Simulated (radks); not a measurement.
The platinum ion Pt53+, configuration [Ar] 3d7.

Method: non-relativistic Kohn-Sham, PBE, spin-polarised, spherical densities, point nucleus; open shells are filled with parallel spins first (spin-orbit coupling, left out, can overturn this in heavy ions); relativity is left out, which matters for an element this heavy; computed with a radial shooting solver on a logarithmic mesh with Libxc functionals.

Energy parts (eV):
| part | energy |
|---|---|
| total | -407124.06 |
| kinetic | 407087.09 |
| electron-nucleus | -872062.79 |
| Hartree | 63702.13 |
| exchange-correlation | -5850.48 |

Orbitals (lengths in bohr, moments of r in powers of bohr; <r^-3> diverges for s and p1/2):
orbital	occ.	eigenvalue (eV)	<r^-3>	<r^4>
1s up	1	-74371.42	-	6.384e-07
1s down	1	-74371.21	-	6.383e-07
2s up	1	-14984.24	-	0.0001008
2s down	1	-14967.71	-	0.0001006
2p up	3	-14539.95	16880	0.00006302
2p down	3	-14528.02	16900	0.00006284
3s up	1	-5619.376	-	0.002923
3s down	1	-5605.399	-	0.002938
3p up	3	-5426.103	4020	0.002527
3p down	3	-5410.763	4000	0.002542
3d up	5	-5086.862	719.5	0.001586
3d down	2	-5066.573	717.5	0.001601

The highest occupied level is 3d down at -5066.6 eV. For comparison, the ionisation energy in NIST's Atomic Spectra Database is 5128 eV (theoretical). In exact Kohn-Sham theory the highest level is minus the ionisation energy, but local and semilocal functionals leave it too shallow, through self-interaction and a potential that decays too fast; potentials with the right tail come closer. Spin moment in Bohr magnetons: 3. Virial ratio -V/T = 2.00009. The spin density at the nucleus is -9.51 e/bohr^3 (1s -1.79, 2s -25.28, 3s 17.56).
